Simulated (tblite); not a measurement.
Species: C₈H₇O (doublet state).
SMILES with atom numbers: `[c:1]1[cH:2][cH:3][c:4]2[c:5]([cH:6]1)[O:7][CH2:8][CH2:9]2` (hydrogens: H10 on C2; H11 on C3; H12 on C6; H13, H14 on C8; H15, H16 on C9)
Bond orders are those of one Lewis drawing.

Computed with GFN2-xTB (tblite), gas phase: L-BFGS steps from a force-field or distance-geometry start until the largest atomic force falls under 0.01 eV/Å.

Step 21: E = -671.1022 eV
```
atom  x, y, z in Å  |  force x, y, z in eV/Å
C1      2.4700    0.6139   -0.1279    0.046   0.007   0.002
C2      2.3449   -0.6968   -0.4775   -0.001   0.017   0.012
C3      1.0522   -1.2310   -0.5226   -0.053   0.015  -0.011
C4     -0.0106   -0.4197   -0.1953   -0.053  -0.056   0.062
C5      0.1872    0.9063    0.1958   -0.005  -0.018  -0.035
C6      1.4582    1.4653    0.2137    0.030  -0.002   0.021
O7     -0.9585    1.5469    0.5433   -0.013  -0.029  -0.004
C8     -2.0004    0.5715    0.5790   -0.028  -0.013  -0.019
C9     -1.4926   -0.6824   -0.1589   -0.025   0.005   0.011
H10     3.1966   -1.3163   -0.7052    0.023   0.000  -0.034
H11     0.9048   -2.2636   -0.8023   -0.024   0.007  -0.018
H12     1.6050    2.4931    0.4977    0.034   0.039   0.012
H13    -2.8879    1.0140    0.1230   -0.005  -0.004   0.001
H14    -2.2155    0.3437    1.6311   -0.019   0.030  -0.012
H15    -1.7601   -1.5991    0.3672    0.045   0.028  -0.011
H16    -1.9008   -0.7370   -1.1728    0.047  -0.025   0.022
```

Step 22: E = -671.1032 eV
```
atom  x, y, z in Å  |  force x, y, z in eV/Å
C1      2.4696    0.6131   -0.1292    0.059   0.025  -0.001
C2      2.3444   -0.6966   -0.4815    0.010   0.018   0.018
C3      1.0511   -1.2288   -0.5249   -0.023  -0.004  -0.020
C4     -0.0103   -0.4194   -0.1930   -0.040  -0.046   0.070
C5      0.1874    0.9055    0.1999    0.012  -0.010  -0.032
C6      1.4582    1.4641    0.2140    0.037   0.011   0.034
O7     -0.9566    1.5455    0.5521   -0.023  -0.041  -0.004
C8     -2.0011    0.5723    0.5778   -0.041  -0.006  -0.012
C9     -1.4899   -0.6843   -0.1536   -0.058   0.017   0.011
H10     3.1961   -1.3162   -0.7098    0.014   0.003  -0.037
H11     0.9027   -2.2595   -0.8079   -0.029  -0.027  -0.023
H12     1.6042    2.4916    0.4992    0.043   0.045   0.012
H13    -2.8807    1.0178    0.1095   -0.014  -0.011   0.008
H14    -2.2303    0.3473    1.6278   -0.013   0.035  -0.024
H15    -1.7555   -1.5996    0.3749    0.041   0.020   0.003
H16    -1.8968   -0.7437   -1.1668    0.024  -0.029  -0.005
```

Step 23: E = -671.1042 eV
```
atom  x, y, z in Å  |  force x, y, z in eV/Å
C1      2.4702    0.6128   -0.1313    0.051   0.032  -0.001
C2      2.3441   -0.6961   -0.4861    0.012   0.015   0.019
C3      1.0497   -1.2264   -0.5283    0.020  -0.023  -0.019
C4     -0.0105   -0.4198   -0.1892   -0.004  -0.021   0.060
C5      0.1880    0.9042    0.2045    0.029   0.003  -0.010
C6      1.4590    1.4628    0.2150    0.033   0.022   0.042
O7     -0.9542    1.5428    0.5636   -0.026  -0.039  -0.008
C8     -2.0027    0.5733    0.5762   -0.044   0.006  -0.004
C9     -1.4878   -0.6862   -0.1472   -0.071   0.021   0.008
H10     3.1958   -1.3160   -0.7158   -0.004   0.011  -0.038
H11     0.9001   -2.2551   -0.8151   -0.030  -0.053  -0.026
H12     1.6040    2.4905    0.5012    0.048   0.036   0.008
H13    -2.8722    1.0225    0.0927   -0.027  -0.015   0.014
H14    -2.2492    0.3521    1.6231   -0.009   0.037  -0.033
H15    -1.7493   -1.5997    0.3848    0.025  -0.001   0.024
H16    -1.8923   -0.7526   -1.1596   -0.004  -0.032  -0.036
```

Step 24: E = -671.1052 eV
```
atom  x, y, z in Å  |  force x, y, z in eV/Å
C1      2.4719    0.6132   -0.1338    0.023   0.029   0.004
C2      2.3439   -0.6951   -0.4907    0.010   0.006   0.013
C3      1.0485   -1.2243   -0.5324    0.050  -0.039  -0.009
C4     -0.0107   -0.4207   -0.1843    0.034   0.008   0.032
C5      0.1892    0.9027    0.2094    0.037   0.011   0.022
C6      1.4606    1.4619    0.2169    0.021   0.026   0.043
O7     -0.9518    1.5390    0.5762   -0.019  -0.024  -0.016
C8     -2.0053    0.5744    0.5743   -0.032   0.014  -0.002
C9     -1.4868   -0.6880   -0.1403   -0.051   0.011  -0.001
H10     3.1954   -1.3156   -0.7229   -0.024   0.023  -0.039
H11     0.8971   -2.2516   -0.8232   -0.023  -0.057  -0.024
H12     1.6046    2.4901    0.5035    0.050   0.019   0.004
H13    -2.8635    1.0277    0.0748   -0.040  -0.014   0.017
H14    -2.2701    0.3578    1.6174   -0.007   0.036  -0.034
H15    -1.7423   -1.5997    0.3960    0.001  -0.018   0.043
H16    -1.8883   -0.7629   -1.1524   -0.028  -0.032  -0.052
```

**Question.** Estimate the geometry and energy of step 25. (The exact step hangs on the optimiser's Hessian estimate; all steps are aligned on step 24, rigid shifts and turns removed.)

**Answer.** E = -671.1062 eV, largest force 0.067 eV/Å
```
atom  x, y, z in Å  |  force x, y, z in eV/Å
C1      2.4740    0.6142   -0.1361   -0.013   0.013   0.009
C2      2.3440   -0.6938   -0.4948   -0.001  -0.001   0.004
C3      1.0480   -1.2230   -0.5365    0.054  -0.038   0.009
C4     -0.0104   -0.4218   -0.1793    0.054   0.023  -0.003
C5      0.1909    0.9013    0.2146    0.031   0.009   0.051
C6      1.4627    1.4615    0.2194    0.005   0.022   0.038
O7     -0.9498    1.5350    0.5880   -0.006  -0.001  -0.023
C8     -2.0083    0.5758    0.5723   -0.010   0.014  -0.010
C9     -1.4867   -0.6896   -0.1339   -0.008  -0.008  -0.013
H10     3.1948   -1.3146   -0.7303   -0.031   0.031  -0.039
H11     0.8939   -2.2494   -0.8313   -0.008  -0.039  -0.017
H12     1.6063    2.4903    0.5058    0.048   0.004   0.001
H13    -2.8560    1.0323    0.0582   -0.047  -0.010   0.017
H14    -2.2902    0.3639    1.6114   -0.006   0.032  -0.028
H15    -1.7357   -1.5998    0.4075   -0.021  -0.020   0.049
H16    -1.8852   -0.7732   -1.1465   -0.041  -0.030  -0.044
```

The energy changes by -0.0010 eV. The first-order estimate −F·Δx gives -0.0013 eV and the mean of the old and new forces, exact on a quadratic surface, -0.0010 eV. The step makes an angle of 80° with the force vector and moves no atom by more than 0.022 Å.

What follows is the cost of the whole relaxation. On an Arm Neoverse V1 with one thread, shared host with 64 logical CPUs at a one-minute load of 25, this took 0.34 s of wall time.
